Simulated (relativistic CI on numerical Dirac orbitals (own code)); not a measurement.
# Sensitivity of the levels of Ti+ to α and to the nuclear radius

Method of calculation: Dirac-Coulomb-Breit CI, orbitals from a KLI potential per configuration, valence Slater integrals scaled by 0.85, P86 correlation energy added to each configuration, derivatives by finite differences, QED left out (own radial code, finite nucleus).

CI space (outside the closed core [Ar]): 3d2 4s, 3d3, 3d 4s2, 3d2 4p, 3d2 4d, 3d2 4f, 3d 4s 4p, 3d2 5s. Levels of other configurations are missing.

With x = (α/α₀)² − 1 an excitation energy changes as ω = ω₀ + qx; K = 2q/ω₀ is the relative enhancement. Terms are leading LS components, so labels can repeat. The field-shift factor is F = δν/δ⟨r²⟩ for the transition from the lowest level.

Lowest level 3d2 4s 4F_3/2.

```tsv
Level	ω₀ (cm⁻¹)	q (cm⁻¹)	F (GHz/fm²)
3d2 4s 4F_5/2	83.5	80.96	0.000761
3d2 4s 4F_7/2	200.1	194.5	0.00184
3d2 4s 4F_9/2	348.7	339.3	0.00324
3d3 4F_3/2	1949.6	1563	-0.704
3d3 4F_5/2	2008.2	1620	-0.704
3d3 4F_7/2	2088.2	1697	-0.703
3d3 4F_9/2	2188.0	1792	-0.702
3d2 4s 2F_5/2	5957.5	246.6	-0.0854
3d2 4s 2F_7/2	6197.9	482.8	-0.0835
3d2 4s 2D_3/2	9635.2	247.9	-0.0384
3d2 4s 2D_5/2	9653.1	252.5	-0.0332
3d2 4s 4P_1/2	10595.0	58.38	0.032
3d2 4s 4P_3/2	10644.3	110	0.0316
3d2 4s 4P_5/2	10726.4	202.5	0.0329
3d3 2G_7/2	10807.7	1340	-0.569
3d3 2G_9/2	10897.1	1419	-0.566
3d3 2P_1/2	11089.2	828.9	-0.33
3d3 2P_3/2	11159.8	914	-0.34
3d3 4P_1/2	11547.2	1564	-0.668
3d3 4P_3/2	11604.9	1608	-0.655
3d3 4P_5/2	11651.1	1673	-0.675
3d3 2H_9/2	14555.0	1544	-0.667
3d3 2H_11/2	14634.6	1620	-0.667
```

Correlation outside the listed configurations is missing or only estimated: errors of thousands of cm⁻¹ between configurations and terms are usual at this charge. Rates and lifetimes follow the computed energies and can be off by large factors. The fine structure of a lone outer electron comes out too small, for d and f at times inverted, and misplaced configurations move strength between like terms.

(1) Which transition from the lowest level has the largest |K|?

Results:

(1) 3d2 4s 4F_9/2 at 348.7 cm⁻¹, K = 1.95.
